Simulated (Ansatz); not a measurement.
Consider the redistribution: `CC[N](C)[Ge]([Cl])([Cl])[Cl]` + `N#[C][Al]([Cl])[Cl]` → `N#[C][Ge]([Cl])([Cl])[Cl]` + `CC[N](C)[Al]([Cl])[Cl]`.

Calculated with Ansatz (gas phase, PBE0-D4/def2-TZVP geometries, no zero-point term in ΔE). CCSD(T)/CBS adds triple-zeta CCSD(T) − MP2 to the extrapolated MP2 energy (def2 sets, frozen cores). DFT in def2-TZVPP. For Ge outer-core shells are correlated without core-valence functions, which leaves a few kJ/mol of doubt a bond. Scalar relativity is left out up to krypton. Each species was taken in one conformer, which may not be the lowest.

| level | ΔE (kJ/mol) |
| --- | --- |
| r2SCAN-D4 | -6.7 |
| PBE0-D4 | -7.1 |
| r2SCAN | -7.7 |
| PBE0 | -9.6 |
| HF/def2-TZVPP | -5.9 |
| SCS-MP2/def2-TZVPP | -7.0 |
| MP2/def2-QZVPP | -2.2 |
| HF/CBS(def2) | -5.5 |

Task: What does CCSD(T)/CBS give? (Best estimate.)

Result: Computed: -1.4 kJ/mol. The listed levels differ from it by -5.3, -5.7, -6.3, -8.2, -4.5, -5.6, -0.8, -4.1 kJ/mol.

Largest T1 diagnostic among the species: 0.011.

The D4 term adds +4.1 kJ/mol with B3LYP and +2.6 kJ/mol with PBE0; it sums over pairs of atoms, weighted by their polarisabilities, and B3LYP, whose exchange is more repulsive, gets the larger term.

B3LYP here is the variant with VWN-RPA as its local correlation; programs differ in this.
